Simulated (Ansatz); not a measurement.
Start from `FB[SiH2]S` and change one element to get `S[SiH2]BCl`.

Ansatz, PBE0-D4/def2-TZVP geometries, multiplicity 1. Each molecule was computed in one conformer, which needn't be the lowest.

```
                                      property  `FB[SiH2]S`
            LUMO energy (PBE0/def2-TZVPP) / eV        -1.94
           HOMO–LUMO gap (PBE/def2-TZVPP) / eV         3.28
          HOMO–LUMO gap (PBE0/def2-TZVPP) / eV         5.40
           LUMO energy (B3LYP/def2-TZVPP) / eV        -2.13
size of the dipole moment (PBE/def2-TZVPP) / D         0.59
           HOMO energy (B3LYP/def2-TZVPP) / eV        -7.12
```

(1) Give the same properties after the change, and the shifts. (An estimate is asked.)

Answers

(1) Ansatz gave: 
```csv
property,`S[SiH2]BCl`,shift
LUMO energy (PBE0/def2-TZVPP) / eV,-2.40,-0.46
HOMO–LUMO gap (PBE/def2-TZVPP) / eV,2.87,-0.41
HOMO–LUMO gap (PBE0/def2-TZVPP) / eV,4.94,-0.46
LUMO energy (B3LYP/def2-TZVPP) / eV,-2.56,-0.43
size of the dipole moment (PBE/def2-TZVPP) / D,0.66,0.07
HOMO energy (B3LYP/def2-TZVPP) / eV,-7.12,0.00
```

Dipoles are sizes alone; their direction can turn.

B3LYP here is the variant with VWN-RPA as its local correlation; programs differ in this.
